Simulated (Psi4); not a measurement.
hydrogen selenide (H₂Se), singlet, at a GFN2-xTB geometry. Base run: TPSS/cc-pVDZ (Psi4).

The Psi4 input:
```
memory 2 GB

molecule {
0 1
  Se   -0.00212195    0.05573074   -0.00140146
  H    -0.99156528   -0.98670710    0.01758038
  H     1.06371165   -0.90813823    0.03006913
}

set basis cc-pvdz

energy('tpss')
print_variables()
```

Variants of this job, named by their change:

```csv
change,E (Eh),dipole (D)
base,-2402.65231,0.90
functional = b3lyp5,-2402.48824,0.89
functional = wb97x,-2402.65157,0.97
functional = m06,-2402.46232,0.91
functional = mn15,___,0.97
functional = r2scan,-2402.70284,1.01
functional = pbe,-2402.34947,0.92
functional = tpssh,___,0.93
functional = hf (with energy('scf')),___,___
functional = wb97x-v,-2402.39018,0.98
functional = wb97m-v,___,0.92
functional = bp86,-2402.99264,0.93
functional = b3lyp,-2402.63068,0.89
```

Task: Fill in the missing entries.

Result: 
- functional = mn15, E (Eh): -2402.74887
- functional = tpssh, E (Eh): -2402.59223
- functional = hf (with energy('scf')), E (Eh): -2400.34379
- functional = hf (with energy('scf')), dipole (D): 0.99
- functional = wb97m-v, E (Eh): -2402.47823

Totals shift with the method and basis; they matter in differences.
